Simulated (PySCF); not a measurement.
Ga(F)3, SMILES [F][Ga]([F])[F], singlet, CAM-B3LYP/def2-SVP optimised geometry. Atoms within 1.6 Å of the plane z = 0.0 Å (x, y, z in Å): Ga1 (-0.43, 0.00, 0.00), F2 (1.29, 0.00, 0.00), F3 (-1.29, -1.49, 0.00), F4 (-1.29, 1.49, 0.00).

Method: PySCF 2.14.0 with CAM-B3LYP/def2-TZVP. Cells within 0.4 Å of a nucleus heavier than hydrogen are left out (blank, or x).

Map of the Laplacian of the electron density (e/bohr⁵), clipped to [-1.50, 1.50] on the plane z = 0.0 Å:

```
|00000000000000000000000000000|
|00000000000000000000000000000|
|00000000000000000000000000000|
|00000000000000000000000000000|
|00000000000000000000000000000|
|00000002343100000000000000000|
|00000026867410000000000000000|
|00000147xxx720000000000000000|
|00000152xxx630000000000000000|
|00000146xxx520000000000000000|
|00000026634421000001000000000|
|00000002334799410134320000000|
|00000000129999951465762000000|
|000000000499xx9935xxx74100000|
|00000000059xxx9944xxx45100000|
|000000000499xx9935xxx74100000|
|00000000129999951465762000000|
|00000002334798410134320000000|
|00000026634421000001000000000|
|00000146xxx520000000000000000|
|00000153xxx630000000000000000|
|00000147xxx720000000000000000|
|00000026867410000000000000000|
|00000001343100000000000000000|
|00000000000000000000000000000|
|00000000000000000000000000000|
|00000000000000000000000000000|
|00000000000000000000000000000|
|00000000000000000000000000000|
```
Scale: ten equal steps from 0.000 (start of '0') to 1.50 (end of '9'), in the order '0123456789'; x runs from -3.50 to 3.50, y from -3.50 (bottom) to 3.50 (top).
